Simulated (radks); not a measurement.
Task: The mean radii <r> (bohr) of the occupied orbitals of an atom or ion are listed with their occupations. All-electron calculation, Dirac Kohn-Sham, PBEsol, spin-unpolarised, spherical densities, finite nucleus; Fermi nuclear charge, rms radius of each element as measured or else 0.836 A^(1/3) + 0.57 fm. Program: a radial shooting solver on a logarithmic mesh with Libxc functionals.

| orbital | occ. | <r> |
|---|---|---|
| 1s1/2 | 2 | 0.02232 |
| 2s1/2 | 2 | 0.09429 |
| 2p1/2 | 2 | 0.07878 |
| 2p3/2 | 4 | 0.08544 |
| 3s1/2 | 2 | 0.2416 |
| 3p1/2 | 2 | 0.2304 |
| 3p3/2 | 4 | 0.2419 |
| 3d3/2 | 3.2 | 0.2123 |
| 3d5/2 | 4.8 | 0.2159 |

Name the element and its charge. Open shells, if any, are shared by 2j + 1.

Result: Z = 63, europium, charge +37: Eu37+ in [Ar] 3d8. The 1s radius gives Z: for a bare nucleus <r> = (2 gamma + 1)/(2Z) with gamma = sqrt(1 - (Z/c)^2), 0.02203 bohr for Z = 63, and screening makes it slightly larger (0.02232 here). The occupations add up to 26, and the charge is Z minus that.
